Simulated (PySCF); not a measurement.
BeO, SMILES [O]=[Be].

Geometry optimised at B3LYP-D3(BJ)/def2-TZVPD.

The numbers are results of PySCF with B3LYP/def2-TZVPD, not measurements.

The molecule is in vacuum.

```json
{
  "total_energy": "-89.94117 hartree",
  "point_group": "C∞v",
  "highest_occupied_level": "-7.23 eV",
  "lowest_empty_level": "-4.39 eV",
  "orbital_gap": "2.85 eV",
  "dipole_moment": "6.43 D",
  "quadrupole, principal values (traceless, Buckingham form, about the centre of nuclear charge)": "-3.34, -3.34, 6.67 D·Å",
  "mean_static_polarisability": "27.9 bohr³ (4.14 Å³)",
  "polarisability_principal_values": "27.6, 27.6, 28.7 bohr³"
}
```
